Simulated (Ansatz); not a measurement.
Harmonic frequencies (cm⁻¹) at PBE0-D4/def2-TZVP from Ansatz: 60, 85, 177, 192, 222, 279, 373, 407, 411, 610, 650, 774, 798, 904, 925, 1090, 1556, 2330, 3611, 3706, 3875.

Each molecule was computed in one conformer, which needn't be the lowest.

Problem. Which molecule is it?
A. `N/C=C1/CO1`
B. `[CH3][SbH][SH]`
C. `[NH2][Al]([F])[PH]O`
D. `C/N=C/O`

Solution. C.
